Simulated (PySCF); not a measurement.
**Electronic absorption of C6H13PS**

C₆H₁₃PS.
SMILES: `C/C=C\P(C)CSC`

Computed with TDDFT B3LYP/def2-SVPD, vertical, gas phase, core orbitals frozen in the response (PySCF 2.14.0, density-fitted response routines). The structure is a single PBE0-D3(BJ)/def2-SVP conformer in the gas phase; no vibrational or solvent corrections.

Task: Predict the UV-vis stick spectrum at this level.

Result: 

```json
{"state": "S1", "E (eV)": "4.64", "ν̃ (cm⁻¹)": "37430", "f": "0.036", "main configurations (H = HOMO, L = LUMO)": "H→L (85%), H-1→L (12%)"}
{"state": "S2", "E (eV)": "4.98", "ν̃ (cm⁻¹)": "40180", "f": "0.0065", "main configurations (H = HOMO, L = LUMO)": "H-1→L (82%), H→L (9%)"}
{"state": "S3", "E (eV)": "5.35", "ν̃ (cm⁻¹)": "43120", "f": "0.0091", "main configurations (H = HOMO, L = LUMO)": "H→L+1 (84%)"}
{"state": "S4", "E (eV)": "5.60", "ν̃ (cm⁻¹)": "45140", "f": "0.0087", "main configurations (H = HOMO, L = LUMO)": "H→L+2 (68%), H→L+3 (23%)"}
{"state": "S5", "E (eV)": "5.87", "ν̃ (cm⁻¹)": "47380", "f": "0.016", "main configurations (H = HOMO, L = LUMO)": "H→L+3 (65%), H→L+2 (25%)"}
{"state": "S6", "E (eV)": "6.04", "ν̃ (cm⁻¹)": "48680", "f": "0.035", "main configurations (H = HOMO, L = LUMO)": "H→L+4 (42%), H-1→L+1 (38%), H-1→L+2 (8%)"}
{"state": "S7", "E (eV)": "6.06", "ν̃ (cm⁻¹)": "48900", "f": "0.015", "main configurations (H = HOMO, L = LUMO)": "H-1→L+1 (53%), H→L+4 (38%)"}
{"state": "S8", "E (eV)": "6.22", "ν̃ (cm⁻¹)": "50150", "f": "0.0006", "main configurations (H = HOMO, L = LUMO)": "H→L+5 (90%)"}
{"state": "S9", "E (eV)": "6.25", "ν̃ (cm⁻¹)": "50370", "f": "0.030", "main configurations (H = HOMO, L = LUMO)": "H-1→L+2 (81%), H→L+4 (11%)"}
{"state": "S10", "E (eV)": "6.39", "ν̃ (cm⁻¹)": "51560", "f": "0.022", "main configurations (H = HOMO, L = LUMO)": "H-1→L+3 (54%), H→L+6 (29%)"}
```

Triplets (Tamm–Dancoff): T1 4.10 eV, H-2→L (47%), H→L (44%); T2 4.56 eV, H-2→L (37%), H→L (35%), H-1→L (15%); T3 4.73 eV, H-1→L (67%), H→L+1 (18%); T4 5.10 eV, H→L+1 (61%), H-1→L (12%), H→L (10%).

The lowest singlet lies at 4.64 eV (267 nm, ultraviolet) and is of moderate strength; its leading configuration is HOMO→LUMO (85%). The largest oscillator strength of a single state is 0.036. Löwdin shares by element: HOMO sulfur 51%, carbon 19% or more, phosphorus 14% (atoms not listed hold the other 16%); LUMO carbon 55% or more, phosphorus 8%, sulfur 7% (atoms not listed hold the other 30%). Weighted by f, the mean energy of these states is 5.73 eV. The listed states span 1.75 eV, and the widest gap between neighbours is 0.36 eV (S2 to S3). Of the 10 states listed, 6 reach f = 0.01 and none stays under 0.0005. All these states lie below the vertical ionisation energy of 7.84 eV (ΔSCF). Only the lowest 10 singlets were computed, as vertical energies without vibronic structure.
